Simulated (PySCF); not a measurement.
Al(GeH3)2(NMe2), SMILES C[N](C)[Al]([GeH3])[GeH3] (C2H12AlGe2N) at its GFN2-xTB optimised geometry (Å):

```
18

Al    -1.6842     0.1432    -1.6720
Ge    -0.5757     1.5041     0.0000
H     -0.8434     1.1854     1.4565
H      0.9389     1.5041     0.0000
H     -0.8433     2.9947     0.0000
Ge    -3.2599     0.8709    -3.3643
H     -4.6282     0.2213    -3.3606
H     -3.6574     2.3319    -3.3937
H     -2.8733     0.6704    -4.8152
N     -1.2929    -1.6061    -1.6561
C     -0.4130    -2.2271    -0.6818
C     -1.8201    -2.5605    -2.6154
H     -0.9389    -2.9947    -0.1025
H      0.4503    -2.6972    -1.1662
H     -0.0515    -1.4561     0.0059
H     -1.0147    -3.0419    -3.1818
H     -2.4037    -3.3442    -2.1192
H     -2.4719    -2.0295    -3.3163
```

Level of theory: PySCF with PBE0/def2-SVP.

Map of the deformation density (molecule minus spherical neutral atoms) (e/bohr³) on the plane z = 1.5 Å:

```
|00000000000000000000000000000|
|00000000000000000000000000000|
|00000000000000000000000000000|
|00000000000000000000000000000|
|00000000000000000000000000000|
|00000000000000000000000000000|
|00000000000000000000000000000|
|00000000000000000000000000000|
|00000000000000000000000000000|
|00000000001231000000000000000|
|00000000001694100000000000000|
|00000000001694100000000000000|
|00000000001231000000000000000|
|00000000000000000000000000000|
|00000000000000000000000000000|
|00000000000000000000000000000|
|00000000000000000000000000000|
|00000000000000000000000000000|
|00000000000000000000000000000|
|00000000000000000000000000000|
|00000000000000000000000000000|
|00000000000000000000000000000|
|00000000000000000000000000000|
|00000000000000000000000000000|
|00000000000000000000000000000|
|00000000000000000000000000000|
|00000000000000000000000000000|
|00000000000000000000000000000|
|00000000000000000000000000000|
```
Scale: ten equal steps from -0.003 (start of '0') to 0.031 (end of '9'), in the order '0123456789'; x runs from -5.00 to 5.00, y from -5.00 (bottom) to 5.00 (top).
